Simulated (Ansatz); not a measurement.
The Cd1–H2 bond of CdFH (SMILES [F][CdH]) is stretched (multiplicity 1, the rest rigid).
Geometry at rest (charge 0, multiplicity 1):
```
atom   x (Å)   y (Å)    z (Å)
----  ------  ------  -------
Cd    0.0000  0.0000  -0.2748
H     0.0000  0.0000  -1.9099
F     0.0000  0.0000   1.6778
```

Frozen-core correlation.

Programs: Ansatz (Gaussian orbitals).  In def2 rows elements past Kr take small-core potentials, without spin–orbit coupling.

Energies above the point at 1.635 Å (the B3LYP-D3(BJ) bond length), FIC-MRCISD+Q on CASSCF(2,2)/def2-TZVPP (kcal/mol): 5.31 at 1.472 Å; 3.33 at 1.799 Å; 73.47 at 5.232 Å.

**Question.** Take the last value as the depth D of a Morse curve D(1 − e^(−a(R − R₀)))², fit a and R₀ to the two near points, and test it at 2.207 and 2.861 Å.

**Answer.** 
With D = 73.5, both near points (counted from the curve's value at 1.635 Å) are met by a = 1.46 Å⁻¹ and R₀ = 1.635 Å, so k = 2Da² = 313 kcal/(mol Å²). The curve then gives 23.6 and 51.0 kcal/mol; the level itself gives 24.6 and 55.7, so Morse is off by -1.0 and -4.7.

Ansatz is a quantum-chemistry and plane-wave program.
